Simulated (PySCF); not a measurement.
Compound: C5H6ClF.
Numbering: `[CH2:1]=[CH:2]/[C:3]([F:4])=[C:5](/[CH3:6])[Cl:7]` (hydrogens: H8, H9 on C1; H10 on C2; H11, H12, H13 on C6)

A PySCF run (density fitting, gas phase, GFN2-xTB geometry) gave HOMO -6.25 eV, LUMO 3.32 eV, dipole 1.39 D.

Question: Which of these levels was it?
A. PBE0/def2-SVPD
B. PBE0/6-31++G**
C. CAM-B3LYP/def2-SVPD
D. wB97X-D/STO-3G
E. PBE0/pcSseg-1

Answer: D. It is wB97X-D/STO-3G. All candidates on this geometry:

```json
{"level and settings": "PBE0/6-31++G**", "kind": "global hybrid", "basis functions": "166", "SCF cycles": "14", "E (Eh)": "-753.6608", "HOMO (eV)": "-6.65", "LUMO (eV)": "-1.21", "dipole (D)": "0.11"}
{"level and settings": "PBE0/def2-SVPD", "kind": "global hybrid", "basis functions": "198", "SCF cycles": "14", "E (Eh)": "-753.3269", "HOMO (eV)": "-6.72", "LUMO (eV)": "-1.26", "dipole (D)": "0.14"}
{"level and settings": "PBE0/pcSseg-1", "kind": "global hybrid", "basis functions": "156", "SCF cycles": "14", "E (Eh)": "-753.6127", "HOMO (eV)": "-6.69", "LUMO (eV)": "-1.19", "dipole (D)": "0.14"}
{"level and settings": "CAM-B3LYP/def2-SVPD", "kind": "range-separated hybrid", "basis functions": "198", "SCF cycles": "13", "E (Eh)": "-753.6822", "HOMO (eV)": "-7.96", "LUMO (eV)": "-0.19", "dipole (D)": "0.07"}
{"level and settings": "wB97X-D/STO-3G, start guess atom", "kind": "range-separated hybrid", "basis functions": "45", "SCF cycles": "10", "E (Eh)": "-745.2577", "HOMO (eV)": "-6.25", "LUMO (eV)": "3.32", "dipole (D)": "1.39"}
```

The nearest other candidate, by the summed differences of HOMO and LUMO, is PBE0/6-31++G**: its HOMO differs by -0.40 eV and its LUMO by -4.53 eV. wB97X-D ran without the empirical dispersion term, which would shift the total energy alone. Cycle counts include a coarse-grid stage where the run had one. All basis functions are spherical, in the Pople sets too.

The values belong to the conformer `[CH2:1]=[CH:2]/[C:3]([F:4])=[C:5](/[CH3:6])[Cl:7]`: C1–C2–C3–F4 0°.
